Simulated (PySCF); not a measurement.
# Vibration and rotation of SnH

UHF-CCSD(T) constants of SnH, ²Π (doublet), unpaired electrons π ↑ (Sn def2-SVP with ECP28, H def2-SVP; scalar-relativistic core potentials (PySCF 2.14); masses 119.9022 and 1.0078 u):

| Quantity | Value |
| --- | --- |
| ωe | 1703.6 cm⁻¹ |
| ωexe | 28.4 cm⁻¹ |
| Be | 5.316 cm⁻¹ |
| αe | 0.139 cm⁻¹ |
| De to Sn + H | 2.42 eV |

(1) What force constant and bond length do these constants imply?

(2) Estimate the centrifugal constant D from the Kratzer relation and find the Dunham coefficient a1.

Correlated steps freeze 4 core orbitals. Correlated levels converge slowly with the basis: in double zeta they bind strong bonds too weakly, by up to about 1 eV, and carry superposition errors of some tenths. Spin–orbit coupling is left out, which matters for elements this heavy, above all for dissociation energies. The state was picked by a PBE0 search and need not be the measured ground state.

## Answers

(1) Reduced mass μred = 0.99942 u; k = 5.8918×10⁻⁷·μred·ωe² (u, cm⁻¹, mdyn/Å) = 1.71 mdyn/Å; Re = √(16.8576/(μred·Be)) (u, cm⁻¹, Å) = 1.781 Å.

(2) D = 4Be³/ωe² = 0.000207 cm⁻¹; a1 = −1 − αeωe/(6Be²) = -2.40.
